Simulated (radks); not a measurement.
Results of a calculation; reference values are marked as such.
All-electron atom: Xe2+ in [Kr] 4d10 5p6 5s(up 0, down 0) (not the ground configuration). Level of theory: scalar-relativistic Kohn-Sham, BLYP, spin-polarised, spherical densities, finite nucleus; Fermi nuclear charge, rms radius 4.7859 fm (a radial shooting solver on a logarithmic mesh with Libxc functionals).

Normalised radial functions P(r) = r R(r), r in bohr:

```
   r/bohr * 4p (the largest magnitude, 1.33, reaches the edge; | marks zero)
 0.001071                             *
 0.001418                             *
 0.001876                             *
 0.002482                             *
 0.003284                             *
  0.00438                             *
 0.005795                             |*
 0.007668                             |*
  0.01015                             | *
  0.01342                             | *
   0.0179                             |   *
  0.02369                             |    *
  0.03134                             |      *
  0.04147                             |        *
  0.05487                             |         *
  0.07319                             |        *
  0.09684                             |    *
   0.1281                          *  |
   0.1695                  *          |
   0.2261              *              |
   0.2992                   *         |
   0.3958                             |    *
   0.5238                             |                    *
    0.693                             |                          *
   0.9243                             |                    *
    1.223                             |          *
    1.618                             |   *
    2.141                             |*
    2.833                             *
    3.778                             *
    4.999                             *
    6.615                             *
```

4p: eigenvalue -164.95 eV, 2 radial nodes at r = 0.118, 0.364 bohr, <r> = 0.764 bohr, 90 % of the charge inside 1.12 bohr.
